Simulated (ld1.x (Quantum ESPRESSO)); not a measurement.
An all-electron radial function and its pseudo partner (Co)

Columns: radius, all-electron u(r) and pseudo u(r) of the 4p shell (level -1.11 eV) of cobalt in the configuration [Ne] 3s2 3p6 3d7.5 4s1.5 4p0; BP86, scalar-relativistic, PAW scheme, ld1.x (Quantum ESPRESSO) 7.5.

```
r (bohr)  all-electron   pseudo
   0.095        0.0829  -0.0269
   0.190        0.0733  -0.1017
   0.285       -0.0069  -0.2083
   0.380       -0.0872  -0.3242
   0.475       -0.1392  -0.4251
   0.570       -0.1592  -0.4907
   0.665       -0.1530  -0.5083
   0.760       -0.1286  -0.4756
   0.855       -0.0928  -0.3997
   0.950       -0.0509  -0.2950
   1.045       -0.0063  -0.1790
   1.140        0.0385  -0.0676
   1.235        0.0823   0.0277
   1.330        0.1240   0.1022
   1.425        0.1633   0.1576
   1.520        0.1998   0.1992
   1.615        0.2336   0.2336
   1.710        0.2645   0.2645
   1.805        0.2928   0.2928
   1.900        0.3185   0.3185
   1.995        0.3417   0.3417
   2.090        0.3626   0.3626
   2.185        0.3813   0.3813
   2.280        0.3980   0.3980
   2.375        0.4127   0.4127
   2.470        0.4257   0.4257
```

(1) How many radial nodes do the two functions have?

(2) At about which radius was the pseudo-wave matched?

(3) Is the pseudo-wave norm-conserving?

Answers

(1) The all-electron 4p function has n − l − 1 = 2; the pseudo-wave has 1, since 1 lower shell of the same l stays in the valence.

(2) 1.65 bohr, where the columns begin to agree (steps of 0.10 bohr).

(3) No, it belongs to a PAW set: the norm inside the radius is not constrained, and the difference is carried by the augmentation charge.
